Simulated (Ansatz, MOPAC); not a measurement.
System: HBO, net charge 0, singlet state. SMILES: O[B]

Atoms: B1, O2, H3. Bonds: B1-O2, O2-H3.

Bond lengths (Å) and angles (degrees) optimised at AM1 with MOPAC; MNDO with MOPAC; HF/STO-3G with Ansatz (a quantum-chemistry and plane-wave program); HF/3-21G with Ansatz, each started from the B3LYP-D3(BJ)/def2-TZVP structure (Ansatz) of the last column. A row stands for all coordinates that are equal there. No wavenumbers were computed at MNDO, HF/STO-3G, so these may be saddle points.

```csv
coordinate,AM1,MNDO,HF/STO-3G,HF/3-21G,B3LYP-D3(BJ)/def2-TZVP
B1-O2,1.309,1.253,1.292,1.313,1.295
O2-H3,0.953,0.928,0.977,0.955,0.966
B1-O2-H3,120.0,180.0,123.8,151.6,125.2
```

Mean signed difference of all 2 bond lengths from B3LYP-D3(BJ)/def2-TZVP: AM1 0.000 Å, MNDO -0.040 Å, HF/STO-3G 0.004 Å, HF/3-21G 0.003 Å.
